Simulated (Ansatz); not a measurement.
Total energies of `NC(F)O[SiH3]`.

| atom | x (Å) | y (Å) | z (Å) |
| --- | --- | --- | --- |
| N1 | -0.536 | -1.884 | -0.613 |
| C2 | 0.151 | -0.841 | 0.014 |
| F3 | 1.342 | -0.491 | -0.666 |
| O4 | -0.641 | 0.273 | 0.048 |
| Si5 | -0.091 | 1.773 | 0.499 |
| H6 | -0.878 | -1.600 | -1.522 |
| H7 | 0.034 | -2.714 | -0.692 |
| H8 | 0.494 | -1.144 | 1.010 |
| H9 | 0.656 | 2.438 | -0.595 |
| H10 | -1.312 | 2.545 | 0.822 |
| H11 | 0.782 | 1.645 | 1.696 |

Charge 0, multiplicity 1. The structure was optimised at the PBE0-D4/def2-TZVP level. It is one conformer, not always the lowest. Basis def2-TZVPP, Ansatz 0.2.0.

RPA on PBE orbitals: Hartree–Fock energy of these orbitals -559.15115 Eh, correlation -1.58916 Eh (frozen core).

| functional | energy without D4 (Eh) | D4 term (kJ/mol) |
| --- | --- | --- |
| LDA (SPW92) | -558.02873 | – |
| PBE | -560.74314 | -18.9 |
| revPBE | -561.03614 | -63.8 |
| BLYP | -561.12734 | -42.3 |
| r2SCAN | -561.03344 | -4.7 |
| B97M-V | -561.04832 | – |
| PBE0 | -560.78132 | -15.8 |
| B3LYP | -561.21916 | -30.2 |
| r2SCANh | -561.01712 | -5.0 |
| r2SCAN0 | -560.99396 | -5.5 |
| HSE06 (plane-wave form) | -560.76208 | -14.6 |
| BHLYP | -561.06446 | -21.5 |
| CAM-B3LYP | -561.11201 | -15.9 |
| LC-ωPBE | -560.94985 | – |
| ωB97X-V | -561.06104 | – |
| ωB97M-V | -561.08123 | – |
| B2PLYP | -560.89134 | – |
| PBE-QIDH | -560.66407 | – |

B3LYP takes the VWN-RPA correlation (the form of Gaussian; ORCA's B3LYP/G). HSE06 is the plane-wave form, built on full-range PBE exchange. The double hybrids freeze the cores in their second-order part.

LC-ωPBE has ω = 0.4 bohr⁻¹.
